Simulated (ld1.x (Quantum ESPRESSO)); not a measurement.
# Which change was made? (N, ultrasoft)

ld1.x (Quantum ESPRESSO) 7.5 input, shortened:

```
&input
   title='N', zed=7., rel=1, dft='PBESOL', iswitch=3,
   config='[He] 2s2 2p2'
 /
 &inputp
   pseudotype=3, tm=.true., lloc=-1, rcloc=1.20,
   nlcc=.true., new_core_ps=.true., rcore=0.75
 /
4
2S  1  0   2.00   0.00  0.75  0.85  0.0
2S  1  0   0.00  -1.35  0.75  0.85  0.0
2P  2  1   2.00   0.00  1.90  2.05  0.0
2P  2  1   0.00   2.05  1.90  2.05  0.0
 &test
   configts(1)='2s2 2p2'
 /
```

Cutoffs, loose and tight: the cutoffs (Ry, on a coarse ladder) from which the occupation-weighted sum of valence levels, in a spherical-Bessel basis at the reference potential, stays within 10 and 1 mRy of its value at 400 Ry. They do not see the model core or the augmentation charge, which bear on the density cutoff. Test errors are all-electron minus pseudo excitation energies from the reference, over the configurations 2s2 2p3; 2s2 2p1; 2s2 2p0; 2s2 2p2.5; 2s0 2p5; 2s1 2p4; 2s1 2p0; variants that change the core or the reference have their own tests.

The base gives: outcome: generated, overlap not positive; bound ghosts: not determined (overlap not positive); largest test error (meV): -4871.

(1) After one change the result is: outcome: generated, overlap not positive; bound ghosts: not determined (overlap not positive); largest test error (meV): +2307. Which change was it?
A. local potential all-electron potential smoothed inside 1.78 bohr (lloc = -1)
B. wave 2p channel at 2.05 Ry: rcut 1.90, rcutus 2.05 bohr becomes 2p channel at -1.36 Ry: rcut 1.90, rcutus 2.05 bohr
C. reference 2s1.75 2p3.25

Answers

(1) C. The others give: wave 2p channel at 2.05 Ry: rcut 1.90, rcutus 2.05 bohr becomes 2p channel at -1.36 Ry: rcut 1.90, rcutus 2.05 bohr → outcome: generated, overlap not positive; bound ghosts: not determined (overlap not positive); largest test error (meV): +1592 | local potential all-electron potential smoothed inside 1.78 bohr (lloc = -1) → outcome: generated, misses its reference levels by 1.44 eV; bound ghosts: not determined; largest test error (meV): -3347. A file whose overlap is not positive is unfit for use, and its test errors describe a broken file.
